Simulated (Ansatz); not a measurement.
Born–Oppenheimer molecular dynamics of C2H8BN (12 atoms, charge 0, multiplicity 1). It starts at the highest image of a converged band. Of that band: Neighbouring images differ by up to 2.9 eV, so the band resolves the path poorly. A vibrational analysis at the climbing image gives one clearly imaginary mode, 1329i cm⁻¹: a first-order saddle point.

Theory: RKS PBE0/cc-pVDZ in Ansatz 0.2.0.

| Quantity | Value |
| --- | --- |
| ensemble | NVE (velocity Verlet) |
| time step | 0.5 fs |
| steps asked | 200 |
| starting velocities drawn for | 100 K |
| seed | 5887 |

Frames 1 fs apart, positions in Å.

Velocities at 5.0 fs (Å/ps):

```
B -0.93 1.85 3.14
C 1.88 -0.99 2.73
C -1.19 0.27 -2.01
N -0.56 -0.84 -1.30
H -2.65 4.86 5.05
H -6.04 2.36 9.92
H 11.05 -6.21 -5.07
H -2.81 3.09 -6.77
H 4.95 4.82 -8.32
H 3.94 -3.98 -0.64
H -5.61 -1.54 -2.63
H 6.67 -2.96 -15.72
```

```xyz
12
Properties=species:S:1:pos:R:3 time_fs=5.0 energy_less_start_eV=0.060 T=54
B -0.595 0.740 0.896
C 0.747 -0.080 -0.059
C 0.154 -1.348 -0.706
N -0.782 1.933 0.349
H 0.132 1.080 -0.276
H -0.997 -0.013 1.732
H 1.438 -0.291 0.772
H 1.377 0.430 -0.823
H 0.989 -1.963 -1.077
H -0.460 -1.887 0.029
H -0.483 -1.146 -1.581
H -1.494 2.611 0.590
12
Properties=species:S:1:pos:R:3 time_fs=6.0 energy_less_start_eV=0.066 T=49
B -0.595 0.741 0.899
C 0.748 -0.081 -0.057
C 0.153 -1.348 -0.708
N -0.782 1.932 0.347
H 0.129 1.086 -0.270
H -1.004 -0.012 1.743
H 1.448 -0.297 0.767
H 1.374 0.434 -0.829
H 0.993 -1.960 -1.084
H -0.455 -1.892 0.028
H -0.488 -1.146 -1.583
H -1.488 2.608 0.574
12
Properties=species:S:1:pos:R:3 time_fs=7.0 energy_less_start_eV=0.065 T=50
B -0.596 0.741 0.902
C 0.749 -0.082 -0.055
C 0.153 -1.347 -0.710
N -0.783 1.932 0.345
H 0.124 1.094 -0.261
H -1.010 -0.011 1.754
H 1.458 -0.302 0.761
H 1.372 0.437 -0.833
H 0.995 -1.959 -1.089
H -0.449 -1.900 0.026
H -0.494 -1.143 -1.583
H -1.486 2.609 0.560
12
Properties=species:S:1:pos:R:3 time_fs=8.0 energy_less_start_eV=0.051 T=61
B -0.595 0.741 0.906
C 0.750 -0.083 -0.053
C 0.153 -1.346 -0.712
N -0.782 1.932 0.343
H 0.118 1.106 -0.251
H -1.017 -0.010 1.766
H 1.466 -0.307 0.755
H 1.368 0.440 -0.835
H 0.993 -1.960 -1.093
H -0.442 -1.909 0.024
H -0.499 -1.138 -1.581
H -1.488 2.615 0.547
12
Properties=species:S:1:pos:R:3 time_fs=9.0 energy_less_start_eV=0.026 T=81
B -0.595 0.739 0.910
C 0.750 -0.084 -0.052
C 0.153 -1.345 -0.713
N -0.782 1.932 0.340
H 0.111 1.123 -0.241
H -1.022 -0.008 1.775
H 1.473 -0.311 0.749
H 1.363 0.443 -0.833
H 0.987 -1.963 -1.095
H -0.434 -1.920 0.020
H -0.502 -1.131 -1.577
H -1.494 2.623 0.535
12
Properties=species:S:1:pos:R:3 time_fs=10.0 energy_less_start_eV=-0.012 T=110
B -0.593 0.736 0.914
C 0.749 -0.086 -0.051
C 0.154 -1.344 -0.715
N -0.781 1.932 0.336
H 0.101 1.147 -0.232
H -1.027 -0.004 1.783
H 1.479 -0.315 0.743
H 1.356 0.446 -0.827
H 0.980 -1.968 -1.096
H -0.426 -1.932 0.015
H -0.505 -1.121 -1.571
H -1.501 2.632 0.523
12
Properties=species:S:1:pos:R:3 time_fs=11.0 energy_less_start_eV=-0.071 T=156
B -0.592 0.732 0.919
C 0.748 -0.087 -0.050
C 0.155 -1.342 -0.716
N -0.780 1.933 0.333
H 0.088 1.180 -0.226
H -1.031 0.002 1.789
H 1.484 -0.319 0.737
H 1.348 0.450 -0.820
H 0.970 -1.974 -1.096
H -0.417 -1.944 0.010
H -0.508 -1.110 -1.564
H -1.505 2.639 0.510
12
Properties=species:S:1:pos:R:3 time_fs=12.0 energy_less_start_eV=-0.178 T=239
B -0.590 0.726 0.924
C 0.746 -0.088 -0.048
C 0.156 -1.341 -0.717
N -0.779 1.933 0.329
H 0.071 1.228 -0.224
H -1.034 0.009 1.794
H 1.488 -0.324 0.731
H 1.338 0.456 -0.811
H 0.961 -1.981 -1.098
H -0.408 -1.956 0.004
H -0.511 -1.098 -1.555
H -1.505 2.643 0.494
12
Properties=species:S:1:pos:R:3 time_fs=13.0 energy_less_start_eV=-0.374 T=391
B -0.587 0.720 0.928
C 0.743 -0.090 -0.046
C 0.158 -1.339 -0.717
N -0.778 1.933 0.325
H 0.047 1.293 -0.227
H -1.038 0.019 1.798
H 1.492 -0.330 0.725
H 1.328 0.465 -0.802
H 0.952 -1.989 -1.101
H -0.399 -1.966 -0.002
H -0.514 -1.085 -1.547
H -1.499 2.643 0.476
12
Properties=species:S:1:pos:R:3 time_fs=14.0 energy_less_start_eV=-0.704 T=646
B -0.583 0.712 0.933
C 0.739 -0.092 -0.043
C 0.160 -1.338 -0.718
N -0.776 1.932 0.321
H 0.014 1.381 -0.238
H -1.043 0.029 1.804
H 1.496 -0.337 0.720
H 1.316 0.477 -0.794
H 0.945 -1.998 -1.106
H -0.392 -1.976 -0.008
H -0.518 -1.071 -1.539
H -1.488 2.640 0.455
12
Properties=species:S:1:pos:R:3 time_fs=15.0 energy_less_start_eV=-1.163 T=999
B -0.578 0.704 0.936
C 0.734 -0.094 -0.039
C 0.162 -1.337 -0.717
N -0.774 1.930 0.318
H -0.027 1.497 -0.261
H -1.050 0.041 1.812
H 1.501 -0.347 0.715
H 1.302 0.495 -0.786
H 0.940 -2.007 -1.115
H -0.387 -1.983 -0.013
H -0.522 -1.057 -1.532
H -1.474 2.639 0.429
12
Properties=species:S:1:pos:R:3 time_fs=16.0 energy_less_start_eV=-1.657 T=1382
B -0.571 0.694 0.939
C 0.727 -0.096 -0.033
C 0.164 -1.335 -0.717
N -0.771 1.926 0.315
H -0.071 1.638 -0.301
H -1.060 0.054 1.822
H 1.505 -0.359 0.709
H 1.285 0.516 -0.777
H 0.935 -2.015 -1.125
H -0.383 -1.989 -0.018
H -0.527 -1.044 -1.526
H -1.459 2.642 0.399
```

Of the whole run (100 fs, mean temperature of the second half 1238 K): The conserved energy stayed within 2.3 meV per atom of its start (net change -1.5 meV per atom), so there is no drift, though single steps change it by up to 29 meV in the whole system, a sign of fast motions only just resolved. The kinetic energy rose, since the run started high on the potential surface and went downhill. A run of 0.1 ps of so small a system gives no equilibrium averages. The orbitals stay closed-shell, which can raise the energy where a bond breaks towards radicals; this wasn't checked here.

The run took 3.3 min on 2 threads of Intel(R) Xeon(R) 6975P-C (Granite Rapids), with other jobs on the host, peak memory 0.2 GiB.
